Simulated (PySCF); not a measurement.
Gas-phase reaction: SiN + 3 HF + F = SiF4.NH3

Computed with PySCF (xtb for GFN2) and rigid-rotor harmonic-oscillator thermochemistry at 1 bar. † marks an energy on the PBE0/def2-TZVP geometry and frequencies; other levels use their own. 6-31G* has spherical d functions here. Open shells (unrestricted): SiN (multiplicity 2), F (multiplicity 2, electronic degeneracy 6); the rest are closed-shell singlets. GFN2 has no spin-polarisation term. Spin-orbit splitting is ignored; it lowers the true energy and changes the entropy of F. B3LYP is the form with VWN-RPA correlation. Adducts (SiF4.NH3) have no counterpoise correction, and HF, PBE, BLYP, B3LYP and PBE0 lack dispersion. SiF4.NH3: computed as isolated molecules; such fragments, hydroxides, amides, oligomers or adducts are transient or little studied in the gas. The harmonic model lacks anharmonicity and excited electronic states, which grow with temperature; levels with a mode under 35 cm⁻¹ are left out. Internal rotation in SiF4.NH3 is treated as a harmonic vibration of one conformer, which makes the entropy rough.

```csv
level,"ΔE electronic, kJ","ΔH°(298 K), kJ","ΔS°(298 K), J/K","ΔG°(1200 K), kJ"
B3LYP/6-31G*,-1532,-1492,-557,-822
B3LYP/def2-TZVP†,-1429,-1393,-558,-723
BLYP/def2-TZVP†,-1374,-1338,-558,-668
GFN2-xTB,-1362,-1328,-533,-693
M06-2X/def2-TZVP†,-1511,-1475,-558,-805
PBE/def2-TZVP†,-1431,-1395,-558,-725
PBE0/def2-QZVP†,-1451,-1415,-558,-745
PBE0/def2-SVP†,-1473,-1437,-558,-767
PBE0/def2-TZVP,-1463,-1427,-558,-757
r2SCAN/def2-TZVP†,-1496,-1460,-558,-790
LDA/def2-TZVP†,-1638,-1602,-558,-932
```
ΔH° is lowest at LDA/def2-TZVP† and highest at GFN2-xTB. No reference value is set beside these.
